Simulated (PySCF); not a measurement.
C4H5F4P.
Bonds: F1–C2, C2–F3, C2–F4, C2–P5, P5–C6, C6–C7, C7–F8, C7–C9, P5–C9. Hydrogens: H10, H11 on C6; H12 on C7; H13, H14 on C9.

Definitions: NICS(0) = −σiso at the ring centroid; NICS(1) = −σiso and NICS(1)zz = −σzz at ±1 Å along the ring normal z. Level: GIAO PBE0/pcSseg-1 (PySCF, non-relativistic, gas phase) on the GFN2-xTB geometry, one conformer.

Ring bond lengths (Å), with Mayer bond orders in brackets: P5–C6 1.874 (0.97), C6–C7 1.535 (0.98), C7–C9 1.535 (0.98), C9–P5 1.874 (0.97).

**Question.** What do the NICS probes read (ppm)?

**Answer.** 
```json
{"ring": "P5–C6–C7–C9", "type": "4-membered ring with P; formal bonds all single", "NICS(0)": "1.0", "NICS(1), two faces": "-0.2 / -1.3", "NICS(1)zz, two faces": "5.0 / -0.9", "rms pucker (Å)": "0.07", "centre to ring atoms, mean (Å)": "1.20"}
```

**Question.** What can be read from them?

**Answer.** 
- P5–C6–C7–C9: mean NICS(1)zz 2.1 ppm, near zero. C6, C7, C9 have four or more neighbours, so the value isn't read as a sign of a π ring current. The two faces differ by 5.9 ppm, so no symmetry operation interchanges them.

**Question.** What is the mean of the two in-plane components of NICS at the second NICS(1) probe listed for ring P5–C6–C7–C9, 1 Å off the ring?

**Answer.** The isotropic value is a third of the trace: (3 × -1.3 − (-0.9))/2 = -1.5 ppm.

**Question.** List the ring angles and the Hirshfeld charges of the ring atoms.

**Answer.** 
- P5–C6–C7–C9: P5 76.1° (+0.148 e), C6 92.3° (-0.125 e), C7 97.6° (+0.059 e), C9 92.3° (-0.126 e); sum 358.3° against 360° for a flat convex ring.

**Question.** What are the shieldings of the ring atoms and their hydrogens in the same run (means over atoms taken as equivalent)?

**Answer.** 
```
   atoms                     environment  σ isotropic (ppm)  principal values of the symmetric part, first atom (ppm)
      P5            phosphine phosphorus              359.2                                       299.7, 365.4, 412.5
 C6 (×2)  sp3 carbon bound to phosphorus              155.4                                       142.0, 145.5, 178.7
      C7                  sp3 C–F carbon               94.1                                         61.6, 81.0, 139.6
H10 (×2)              methylene hydrogen              29.05                                          25.9, 27.3, 34.0
H11 (×2)              methylene hydrogen              28.90                                          25.0, 27.8, 33.9
     H12                methine hydrogen              25.81                                          21.5, 26.5, 29.4
```

Cost: about 60 s of CPU time on one thread; the machine was shared, so the figure is rough. This is the whole shielding run at PBE0/pcSseg-1, SCF included.

Conformer computed: `[F:1][C:2]([F:3])([F:4])[P:5]1[CH2:6][CH:7]([F:8])[CH2:9]1`: F1–C2–P5–C6 -83°.
